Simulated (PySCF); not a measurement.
**Working out the ionisation energy of Zn**

Zn [Ar] 3d10 4s2 (1S) → Zn+ [Ar] 3d10 4s1 (2S). Computed with PySCF 2.14 in def2-TZVP (6s5p4d1f, 48 functions), with the non-relativistic Hamiltonian (point nucleus). Frozen: [Ar]. Energies in hartree (1 hartree = 27.21139 eV):

```csv
part,Zn (lower),Zn+ (upper)
UHF,-1777.807066,-1777.526441
CCSD correlation,-0.375261,-0.330082
(T),-0.008938,-0.005670
```

What does Hartree-Fock give?

(-1777.526441) − (-1777.807066) = 0.280625 hartree = 7.636 eV.

What do CCSD and CCSD(T) give?

The CCSD correlation energies differ by 0.045179 hartree = 1.229 eV and the triples by 0.003268 hartree = 0.089 eV, so CCSD gives 8.865 eV and CCSD(T) 8.954 eV.

Measured between the centres of the two terms (NIST): 9.394 eV, so CCSD(T) (valence) is off by -0.440 eV.

The calculation is non-relativistic.

What remains against the reference includes basis incompleteness, the frozen core and higher excitations.
